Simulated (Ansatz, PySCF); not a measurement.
Three-fold rotor about C1–C2 in fluoroethane (SMILES CCF); single points on GFN2-xTB geometries with the dihedral held.
Staggered geometry (60°) (charge 0, multiplicity 1):
```json
[
 {"atom": "C", "x (Å)": "0.7763", "y (Å)": "0.0757", "z (Å)": "0.0506"},
 {"atom": "C", "x (Å)": "-0.7175", "y (Å)": "-0.1695", "z (Å)": "-0.0443"},
 {"atom": "F", "x (Å)": "-1.3666", "y (Å)": "0.4204", "z (Å)": "1.0154"},
 {"atom": "H", "x (Å)": "1.1670", "y (Å)": "-0.3425", "z (Å)": "0.9750"},
 {"atom": "H", "x (Å)": "1.2751", "y (Å)": "-0.3943", "z (Å)": "-0.7919"},
 {"atom": "H", "x (Å)": "0.9826", "y (Å)": "1.1430", "z (Å)": "0.0370"},
 {"atom": "H", "x (Å)": "-0.9571", "y (Å)": "-1.2370", "z (Å)": "0.0012"},
 {"atom": "H", "x (Å)": "-1.1438", "y (Å)": "0.2699", "z (Å)": "-0.9521"}
]
```

Cores are frozen in the correlated methods. CBS(a, b) extrapolates the correlation energy as X⁻³ and adds the Hartree–Fock energy of set b. MP2 and its Hartree–Fock in cc-pVQZ are density fitted. Rows in 6-31G* carry no dispersion term and start afresh at each structure (6-31G* with six Cartesian d functions).

Codes used: Ansatz (a program for electronic structure) with Gaussian orbitals; PySCF for 6-31G* rows. 

Energies above the staggered point (kcal/mol):

| dihedral (°) | PBE/def2-TZVPP | B3LYP/6-31G* | MP2/CBS(cc-pVTZ, cc-pVQZ) + ΔCCSD(T)/cc-pVTZ |
|---|---|---|---|
| 0 | 3.072 | 3.648 | 3.109 |
| 20 | 2.259 | 2.666 | 2.271 |
| 40 | 0.732 | 0.842 | 0.724 |
| 60 | 0.000 | 0.000 | 0.000 |
| 80 | 0.711 | 0.850 | 0.711 |
| 100 | 2.273 | 2.689 | 2.287 |
| 120 | 3.071 | 3.645 | 3.107 |

Moments of inertia of the two ends about the bond: 3.156 and 33.700 u Å².

Problem. Fit V = V₃/2 (1 − cos 3φ) + V₆/2 (1 − cos 6φ), φ counted from the staggered point, and estimate the harmonic torsional frequency.

Solution. 
V₃ is the energy at φ = 60°; at φ = 20° (mean of both sides) V = 0.25 V₃ + 0.75 V₆. The reduced moment I₁I₂/(I₁ + I₂) = 2.886 u Å² gives F = 16.8576/I = 5.842 cm⁻¹ (a rough rule where the frame isn't a symmetric top). Near the minimum V = kφ²/2 with k = (9V₃ + 36V₆)/2, and ω = √(2Fk), with 1 kcal/mol = 349.755 cm⁻¹.
- PBE/def2-TZVPP: V₃ = 3.07, V₆ = -0.062 kcal/mol, k = 4444 cm⁻¹/rad², ω = 228 cm⁻¹
- B3LYP/6-31G*: V₃ = 3.65, V₆ = -0.088 kcal/mol, k = 5188 cm⁻¹/rad², ω = 246 cm⁻¹
- MP2/CBS(cc-pVTZ, cc-pVQZ) + ΔCCSD(T)/cc-pVTZ: V₃ = 3.11, V₆ = -0.080 kcal/mol, k = 4392 cm⁻¹/rad², ω = 227 cm⁻¹

Measured: V3 of the three-fold top 1172.1 ± 1.4 cm⁻¹ = 3.35 kcal/mol [Ozier and Moazzen-Ahmadi, CRC Handbook].
